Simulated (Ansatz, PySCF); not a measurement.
Diatomic BeF-, closed-shell singlet (lowest of 2S+1 = 1, 3 at CCSD(T)/def2-TZVPP on PBE0 minima; our sources give no spin for the ground state, which may be another).

The constants come from a fifth-degree fit in 1/R (seven points, main isotopes). Runs in def2 and cc sets follow the lowest solution found near the PBE0 minimum. The singlet is held restricted. HF and MP2 rows in def2 and cc sets belong to the determinant that coupled cluster picked by its CCSD energy.

Correlated levels freeze the inner cores; with def2 sets outer-core shells near the valence are correlated too. CBS(a, b) extrapolates the correlation energy as X⁻³ and adds the Hartree–Fock energy of set b. Rows in 6-31G* carry no dispersion term and start afresh at each structure (6-31G* with six Cartesian d functions). MP2/6-31G* freezes PySCF's default core, which is smaller on s-block atoms.

Codes used: Ansatz (Gaussian orbitals); PySCF for 6-31G* rows. Values without a source in brackets are computed.

```json
[
 {"level": "B97M-V/def2-TZVPP", "r_e (Å)": "1.409", "ω_e (cm⁻¹)": "1075", "ω_e x_e (cm⁻¹)": "12"},
 {"level": "B3LYP/6-31G*", "r_e (Å)": "1.425", "ω_e (cm⁻¹)": "1073", "ω_e x_e (cm⁻¹)": "10"},
 {"level": "B2PLYP/def2-TZVPP", "r_e (Å)": "1.419", "ω_e (cm⁻¹)": "1044", "ω_e x_e (cm⁻¹)": "12"},
 {"level": "MP2/6-31G*", "r_e (Å)": "1.435", "ω_e (cm⁻¹)": "1066", "ω_e x_e (cm⁻¹)": "9.6"},
 {"level": "MP2/aug-cc-pVTZ", "r_e (Å)": "1.420", "ω_e (cm⁻¹)": "1053", "ω_e x_e (cm⁻¹)": "12"},
 {"level": "MP2/def2-TZVPP", "r_e (Å)": "1.426", "ω_e (cm⁻¹)": "1033", "ω_e x_e (cm⁻¹)": "11"},
 {"level": "CCSD/def2-TZVPP", "r_e (Å)": "1.424", "ω_e (cm⁻¹)": "…", "ω_e x_e (cm⁻¹)": "12"},
 {"level": "CCSD(T)/CBS(aug-cc-pVQZ, aug-cc-pV5Z)", "r_e (Å)": "…", "ω_e (cm⁻¹)": "…", "ω_e x_e (cm⁻¹)": "12"}
]
```

Task: Some entries are withheld; supply them.

Result: 
- CCSD(T)/CBS(aug-cc-pVQZ, aug-cc-pV5Z), r_e (Å): 1.414
- CCSD(T)/CBS(aug-cc-pVQZ, aug-cc-pV5Z), ω_e (cm⁻¹): 1064
- CCSD/def2-TZVPP, ω_e (cm⁻¹): 1037

Doubts at one or more of the structures used: a restricted determinant that unrestricted orbitals would lower (MP2/aug-cc-pVTZ, CCSD(T)/CBS(aug-cc-pVQZ, aug-cc-pV5Z)).

Ansatz is a first-principles code.
